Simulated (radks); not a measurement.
All-electron atom: Ho32+ in [Ar] 3d10 4s2 4p5. Method: non-relativistic Kohn-Sham, PBE, spin-polarised, spherical densities, point nucleus; open shells are filled with parallel spins first (spin-orbit coupling, left out, can overturn this in heavy ions); relativity is left out, which matters for an element this heavy; computed with a radial shooting solver on a logarithmic mesh with Libxc functionals.

Unscreened Slater integrals over Kohn-Sham orbitals (cm^-1). They are taken over the spin-up orbitals.

| integral | value |
|---|---|
| F0(4p,4p) | 400660 |
| F2(4p,4p) | 210140 |
| F0(4p,4s) | 399990 |
| G1(4p,4s) | 270750 |
| F0(4p,3d) | 509630 |
| F2(4p,3d) | 142870 |
| G1(4p,3d) | 46436 |
| G3(4p,3d) | 46631 |
| F0(4s,4s) | 399540 |
| F0(4s,3d) | 505830 |
| G2(4s,3d) | 44605 |
| F0(3d,3d) | 968450 |
| F2(3d,3d) | 495350 |
| F4(3d,3d) | 319100 |

Derived for the open shells (J is the average intra-shell exchange parameter used in DFT+U). 4p: J = F2/5 = 42030 cm^-1.
